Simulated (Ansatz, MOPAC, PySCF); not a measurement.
Molecule: H4B2O, net charge 0, singlet state. SMILES: BOB
Structure (B3LYP-D3(BJ)/def2-TZVP (Ansatz, a program for electronic structure) minimum search):
```xyz
7

O      0.0000     0.0000     0.0000
B     -1.1648    -0.6508     0.0037
H     -1.6766    -0.9097    -1.0426
H     -1.6484    -0.9481     1.0533
B      1.1648     0.6508    -0.0037
H      1.1514     1.8438     0.0183
H      2.1736     0.0140    -0.0289
```

Quantity: vertical ionisation energy to the doublet, in eV. Conventions: 6-31G* and kin with 6d, 5d where marked; 6-311+G** with 5d; each state is the SCF solution reached for its charge and spin; valence correlation only; no dispersion term unless named; non-relativistic; UHF or UKS for open shells; spin-orbit terms left out; PM7 with its own dispersion and hydrogen-bond terms. First-principles rows: single points at B3LYP-D3(BJ) geometries (Ansatz). Semi-empirical rows: differences of heats of formation at the shared geometry for vertical values.

```json
[
 {"level": "AM1", "program": "MOPAC", "vertical ionisation energy to the doublet (eV)": "10.24"},
 {"level": "PM3", "program": "MOPAC", "vertical ionisation energy to the doublet (eV)": "11.25"},
 {"level": "PM6", "program": "MOPAC", "vertical ionisation energy to the doublet (eV)": "10.37"},
 {"level": "PM7", "program": "MOPAC", "vertical ionisation energy to the doublet (eV)": "10.32"},
 {"level": "MNDO", "program": "MOPAC", "vertical ionisation energy to the doublet (eV)": "11.47"},
 {"level": "HF/6-311+G**", "program": "Ansatz", "vertical ionisation energy to the doublet (eV)": "11.02"},
 {"level": "PBE/6-31G*", "program": "Ansatz", "vertical ionisation energy to the doublet (eV)": "10.75"},
 {"level": "PBE/6-311+G**", "program": "Ansatz", "vertical ionisation energy to the doublet (eV)": "10.83"},
 {"level": "B3LYP/STO-3G", "program": "Ansatz", "vertical ionisation energy to the doublet (eV)": "10.01"},
 {"level": "B3LYP/3-21G", "program": "Ansatz", "vertical ionisation energy to the doublet (eV)": "11.27"},
 {"level": "B3LYP/6-31G*", "program": "Ansatz", "vertical ionisation energy to the doublet (eV)": "11.14"},
 {"level": "M06-2X/6-31G* (5d)", "program": "PySCF", "vertical ionisation energy to the doublet (eV)": "11.45"},
 {"level": "MP2/6-311+G**", "program": "Ansatz", "vertical ionisation energy to the doublet (eV)": "12.16"},
 {"level": "PBE0/def2-TZVPD", "program": "Ansatz", "vertical ionisation energy to the doublet (eV)": "11.20"}
]
```

No value to compare with is used here. The 13 habitual levels span 10.01 (B3LYP/STO-3G) to 12.16 eV (MP2/6-311+G**); PBE0/def2-TZVPD gives 11.20.

The levels are drawn from those run, B3LYP/6-31G* more often than the rest, none by its result; left out are runs that failed, that the program found above a lower state of the same kind, or whose <S^2> lies over 0.5 above the pure value.
